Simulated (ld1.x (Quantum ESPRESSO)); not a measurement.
Sb (Z = 51), PAW: configuration errors across variants

- Element: Sb
- Generator: ld1.x (Quantum ESPRESSO) 7.5
- Type: PAW
- Functional: BLYP
- Relativity: scalar-relativistic
- Frozen core: [Kr]
- Valence charge: 15
- Reference configuration: 4d10 5s2 5p3
- Partial waves: 5s (bound): rcut 1.65, rcutus 2.10 bohr; 5s channel at 0.4 Ry: rcut 1.65, rcutus 2.10 bohr; 5p (bound): rcut 1.85, rcutus 2.50 bohr; 5p channel at 0.05 Ry: rcut 1.85, rcutus 2.50 bohr; 4d (bound): rcut 1.55, rcutus 1.85 bohr; 4d channel at -1 Ry: rcut 1.55, rcutus 1.85 bohr
- Local potential: all-electron potential smoothed inside 1.60 bohr (lloc = -1)
- Core correction: Bessel-smoothed model core, default radius (core density twice the valence density)
- Augmentation charge: GAUSS, radius 1.25 bohr

All-electron excitation energies from the reference (eV): (1) 4d10 5s2 5p2 8.197; (2) 4d10 5s2 5p1 24.110; (3) 4d10 5s2 5p0 48.580; (4) 4d9 5s2 5p4 31.044; (5) 4d10 5s2 5p2.5 3.197; (6) 4d10 5s1 5p4 8.161; (7) 4d9 5s2 5p3 40.499.

The default core radius of the base comes out at 0.61 bohr.

The overlap operator is not positive definite (basis up to 400 Ry) in “all radii but the core radius scaled by about 1.38 (s 2.90, p 3.44, d 2.54 bohr, rcut 2.28/2.54/2.14); local potential all-electron potential smoothed inside 2.20 bohr (lloc = -1); augmentation GAUSS, radius 1.72 bohr”, “local potential all-electron potential smoothed inside 0.90 bohr (lloc = -1)”. Such files are unfit for use, however small their errors in these radial tests.

2 further variants failed, have other tests or another functional or relativity, and are left out.

A true bound ghost makes a file unfit for plane-wave use even where its test errors are small: the radial tests pick states by their node count and pass the ghost by.

Errors AE − PS in meV (a dash: test not solved or not reliable):

| change | (1) | (2) | (3) | (4) | (5) | (6) | (7) | bound ghosts |
| --- | --- | --- | --- | --- | --- | --- | --- | --- |
| base | -2.1 | -6.9 | -18 | -23 | -0.9 | -1.3 | -89 | s |
| augmentation PSQ, inside the norm-conserving radii | -2.2 | -7.1 | -17 | -142 | -0.9 | -0.8 | -159 | s |
| all radii but the core radius scaled by about 1.38 (s 2.90, p 3.44, d 2.54 bohr, rcut 2.28/2.54/2.14); local potential all-electron potential smoothed inside 2.20 bohr (lloc = -1); augmentation GAUSS, radius 1.72 bohr | – | – | – | – | – | – | – | not determined (overlap not positive) |
| core correction Bessel-smoothed model core inside 1.14 bohr | -2.1 | -6.8 | -18 | -17 | -0.9 | -1.3 | -83 | s |
| local potential all-electron potential smoothed inside 0.90 bohr (lloc = -1) | – | – | – | – | – | – | – | p (s, d not tested, overlap not positive) |
| waves 4d (bound): rcut 1.55, rcutus 1.76 bohr; 4d channel at -1 Ry: rcut 1.55, rcutus 1.76 bohr | -2.2 | -7.4 | -22 | -79 | -0.9 | -1.4 | -132 | s |
| local potential all-electron potential smoothed inside 2.00 bohr (lloc = -1) | -2.0 | -5.6 | -11 | +585 | -0.8 | -0.9 | +572 | none |
| waves 5p (bound): rcut 1.85, rcutus 2.16 bohr; 5p channel at 0.05 Ry: rcut 1.85, rcutus 2.16 bohr | -2.1 | -6.7 | -16 | -327 | -0.8 | -2.9 | -359 | s |

(1) Give the same row for: waves 5s (bound): rcut 1.65, rcutus 2.98 bohr; 5s channel at 0.4 Ry: rcut 1.65, rcutus 2.98 bohr.

Results:

(1) -2.2, -6.3, -15, –, –, –, –; bound ghosts: s.
